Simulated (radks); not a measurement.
The table gives one normalised radial function P(r) = r R(r) (large component) of Yb2+ in [Xe] 4f12 6p2 (r in bohr). Calculated with a radial shooting solver on a logarithmic mesh with Libxc functionals: Dirac Kohn-Sham, PBEsol, spin-unpolarised, spherical densities, finite nucleus; open shells are shared between the two j in proportion to 2j + 1; Fermi nuclear charge, rms radius 5.3108 fm.

r,P
0.001796,0.0000
0.002834,0.0000
0.004507,0.0000
0.007111,0.0000
0.01131,0.0001
0.01784,0.0004
0.02838,0.0024
0.04478,0.0112
0.07121,0.0479
0.1124,0.1664
0.1787,0.4595
0.2819,0.9021
0.4484,1.1979
0.7075,1.0350
1.125,0.5978
1.775,0.2283
2.823,0.0472
4.455,0.0041
7.085,0.0001
11.18,0.0000

Which n and l does it have? It may be an empty orbital.

Answer. n = 4, l = 3: the number of nodes gives n - l - 1 = 0, the rise at small r points to l (this Dirac orbital starts outside the nucleus as r^gamma with gamma = sqrt((l + 1)^2 - (Z/c)^2) = 3.97; the j = 7/2 orbital of l + 1 starts with the same power, but with a smaller coefficient, and then steepens), and the extent must fit the shell. The curve is that of 4f7/2; the two j differ most near the nucleus, where j = l - 1/2 has the larger amplitude, and in heavy atoms j = l - 1/2 is also the more compact. 4f7/2: eigenvalue -39.401 eV, 0 radial nodes, <r> = 0.705 bohr, 90 % of the charge inside 1.19 bohr.
